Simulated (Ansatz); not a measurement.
**A correction line for wB97M-V/def2-TZVPP: vertical ionisation energy**

The vertical ionisation energy (cation less neutral) in eV of 7 molecular compounds of Ge: x at wB97M-V/def2-TZVPP, y at CCSD(T)/def2-TZVPP. Shapes, held fixed at every level: PBE0-D4/def2-TZVP. Flexible molecules stand in one conformer, not always the lowest. Programs: Ansatz 0.2.0.

| molecule | x (eV) | y (eV) |
| --- | --- | --- |
| Ge(SeH)4 | 9.13 | 9.17 |
| GeH2(CH3)(SH) | 9.49 | ? |
| C2H6F2GeS (SMILES C[S][Ge]([CH3])([F])[F]) | 9.64 | 9.63 |
| Ge(CH3)(SiH3)Cl2 | 10.10 | 10.13 |
| C2H4Ge (SMILES C#[C][GeH3]) | 10.56 | 10.76 |
| Ge(GeH3)(OH)ClF | 11.01 | 11.07 |
| GeH2F2 (difluorogermane) | 12.83 | 13.03 |

Fit y = c + s·x to the known rows and predict y for GeH2(CH3)(SH).


1. Means of the 6 rows: x = 10.5450, y = 10.632.
2. Σ(Δx)² = 8.4569, Σ(Δx·Δy) = 8.8839, so the slope is 8.8839/8.4569 = 1.0505.
3. Intercept: 10.632 − (1.0505) × 10.5450 = -0.446. The largest residual of the fit is 0.11.
4. GeH2(CH3)(SH): -0.446 + 1.0505 × 9.49 = 9.52 eV.

CCSD(T)/def2-TZVPP gives 9.46 eV, so the prediction is off by +0.06 eV, within the largest residual. Uncorrected, wB97M-V/def2-TZVPP misses it by +0.03 eV, and the other rows by 0.09 on average. The line makes this one worse. Left out in turn, the other rows are missed by 0.06 eV on average. Cations run unrestricted. Relativity is left out for Ge, Se. Outer-core shells of Ge, Se are correlated, in sets that cover them unevenly.
